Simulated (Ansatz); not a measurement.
CH5GeO, SMILES `[CH3][GeH][OH]` radical, relaxed with UKS PBE-D4/def2-SVP in Ansatz from a rough embedded geometry. The force threshold is 0.03 eV/Å; the program also tests the step.

Charge 0, multiplicity 2.

Start:

```xyz
8

C    -0.528   -0.341   -0.985
Ge    0.247   -0.329    0.723
O     0.062    1.310    1.418
H    -0.412   -1.408   -1.456
H    -0.047    0.390   -1.684
H    -1.621   -0.088   -0.983
H     1.769   -0.717    0.625
H     0.529    1.184    2.342
```

Question: How much energy does the relaxation release, and in how many steps? (Best estimate.)

Answer: Computed: 0.30 eV, in 6 steps.

Question: Which bonds change most? (Best estimate.)

Answer: Ansatz gave: C1–Ge2 from 1.876 to 1.974 Å; O3–H8 from 1.043 to 0.976 Å; C1–H4 from 1.172 to 1.107 Å; Ge2–O3 from 1.791 to 1.818 Å.

Question: Give the relaxed structure. (Estimate.)

Answer: Computed: 
```xyz
8

C    -0.550   -0.358   -1.022
Ge    0.247   -0.460    0.781
O     0.042    1.232    1.412
H    -0.415   -1.320   -1.554
H    -0.044    0.452   -1.586
H    -1.630   -0.128   -0.952
H     1.799   -0.773    0.686
H     0.551    1.355    2.235
```
